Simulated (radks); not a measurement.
Task: Neutral calcium, [Ar] 4s2. All-electron calculation, non-relativistic Kohn-Sham, LDA (Slater exchange, Perdew-Wang correlation), spin-polarised, spherical densities, point nucleus. Program: a radial shooting solver on a logarithmic mesh with Libxc functionals. Every spin shell is full or empty, so the densities are truly spherical. Functionals are evaluated on that one density, not self-consistently. Rank these orbital-free kinetic functionals by their error against the exact value of the orbitals, and give that value: Thomas-Fermi, von Weizsacker, TF + vW/9, TF + vW/5, APBEK, revAPBEK, Thakkar, Pearson, LKT, Ernzerhof.

Result: Exact: 674.655 hartree. From best to worst, with 100 (|E| - |E exact|)/|E exact| (equal figures are ties): Ernzerhof -0.16, APBEK +0.18, Thakkar -0.23, revAPBEK +0.49, TF + vW/9 -0.68, Pearson -1.42, TF + vW/5 +4.35, Thomas-Fermi -6.96, LKT +27.81, von Weizsacker -43.46.
